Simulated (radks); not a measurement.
Coulomb parameter of the 4d shell of the silver ion Ag3+ in the model configuration [Kr] 4d6 5p2, as a second difference U = [E(n + 0.5) + E(n - 0.5) - 2 E(n)] / (0.5)^2 with all orbitals relaxed. "Bare": the charge of the atom changes with n. "Screened": the 5p shell takes up the change at fixed total charge, which measures U(4d,4d) + U(5p,5p) - 2 U(4d,5p). Method: scalar-relativistic Kohn-Sham, BLYP, spin-unpolarised, spherical densities, finite nucleus; Fermi nuclear charge, rms radius 4.5454 fm; computed with a radial shooting solver on a logarithmic mesh with Libxc functionals.

[
 {"case": "start", "configuration": "[Kr] 4d6 5p2", "E - E(n) (eV)": "0.000"},
 {"case": "bare +0.5", "configuration": "[Kr] 4d6.5 5p2", "E - E(n) (eV)": "-25.427"},
 {"case": "bare -0.5", "configuration": "[Kr] 4d5.5 5p2", "E - E(n) (eV)": "29.425"},
 {"case": "screened +0.5", "configuration": "[Kr] 4d6.5 5p1.5", "E - E(n) (eV)": "-12.917"},
 {"case": "screened -0.5", "configuration": "[Kr] 4d5.5 5p2.5", "E - E(n) (eV)": "13.851"}
]

U(bare) = 15.994 eV, U(screened by 5p) = 3.736 eV, against the Slater integral F0(4d,4d) = 20.829 eV with frozen orbitals.
